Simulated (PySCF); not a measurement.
**Peak assignment**

Bonds: C1-C2, C2-C3, C3-C4, C4-C5, C5-C6, C6-C7, C7-C8, C8-C9, C9-N10, C9-C5. C1 carries H11, H12, H13; C2 carries H14, H15; C3 carries H16, H17; C4 carries H18, H19; C5 carries H20; C6 carries H21, H22; C7 carries H23; C8 carries H24; N10 carries H25.

[PySCF 2.14: GFN2-xTB geometry; σ from GIAO-PBE0/pcSseg-1; fast rotation and ring inversion assumed for equivalent nuclei; one conformer; non-relativistic; no solvent model]

Referencing at the same level of theory: 13C (σref 186.93) and 1H (σref 31.72) against TMS.

**Question.** Assign these signals to the numbered atoms. 13C{1H} NMR (computed): δ 192.2 (C), 159.2 (CH), 144.7 (CH), 46.4 (CH), 42.2 (CH2), 41.3 (CH2), 36.8 (CH2), 28.6 (CH2), 17.3 (CH3).

**Answer.** 
| δ (ppm) | atoms | environment | reason |
| --- | --- | --- | --- |
| 192.2 | C9 | carbon bonded to 2 C, N | – |
| 159.2 | C7 | carbon bonded to 2 C, H | – |
| 144.7 | C8 | carbon bonded to 2 C, H | – |
| 46.4 | C5 | carbon bonded to 3 C, H | – |
| 42.2 | C6 | carbon bonded to 2 C, 2 H | – |
| 41.3 | C4 | carbon bonded to 2 C, 2 H | – |
| 36.8 | C3 | carbon bonded to 2 C, 2 H | – |
| 28.6 | C2 | carbon bonded to 2 C, 2 H | – |
| 17.3 | C1 | carbon bonded to C, 3 H | – |

C6 and C4 lie closer than the usual error of such a calculation, so a measured spectrum could show them in the other order.

**Question.** Assign these signals to the numbered atoms. 1H NMR (600 MHz, computed): δ 10.38 (br s, 1H), 7.11 (m, 1H), 6.54 (d, 1H), 2.85 (m, 1H), 2.25 (m, 1H), 1.97 (m, 1H), 1.54 (m, 1H), 1.39 (m, 1H), 1.31 (m, 1H), 1.27 (m, 1H), 1.11 (m, 1H), 1.07 (m, 3H), 0.96 (m, 1H).

**Answer.** 
| δ (ppm) | atoms | environment | reason |
| --- | --- | --- | --- |
| 10.38 | H25 | hydrogen on a nitrogen bonded to C | – |
| 7.11 | H23 | hydrogen on a carbon bonded to 2 C | – |
| 6.54 | H24 | hydrogen on a carbon bonded to 2 C | – |
| 2.85 | H21 | hydrogen on a carbon bonded to 2 C | – |
| 2.25 | H22 | hydrogen on a carbon bonded to 2 C | – |
| 1.97 | H20 | hydrogen on a carbon bonded to 3 C | – |
| 1.54 | H18 | hydrogen on a carbon bonded to 2 C | – |
| 1.39 | H14 | hydrogen on a carbon bonded to 2 C | – |
| 1.31 | H16 | hydrogen on a carbon bonded to 2 C | – |
| 1.27 | H15 | hydrogen on a carbon bonded to 2 C | – |
| 1.11 | H17 | hydrogen on a carbon bonded to 2 C | – |
| 1.07 | H11/H12/H13 | hydrogen on a carbon bonded to C | – |
| 0.96 | H19 | hydrogen on a carbon bonded to 2 C | – |

H14 and H16; H16 and H15; H17 and H11/H12/H13; H11/H12/H13 and H19 lie closer than the usual error of such a calculation, so a measured spectrum could show them in the other order.

The OH or NH signal is concentration- and solvent-dependent in practice; the value given is the gas-phase one. Shifts are as computed. Against solution values, carbons near 30 ppm lie about +3 ppm off and those near 130 ppm about +5 ppm. Of 1211 compounds with measured shifts, 218 miss one by over three times the rms of a fit or turn the order of signals round; such compounds aren't used in these exercises. No couplings were computed; multiplicities are counted from neighbouring protons, with m where these are inequivalent, close in shift, in a saturated or five-membered ring or joined by F or P, and br s for small geminal =CH2 splittings.
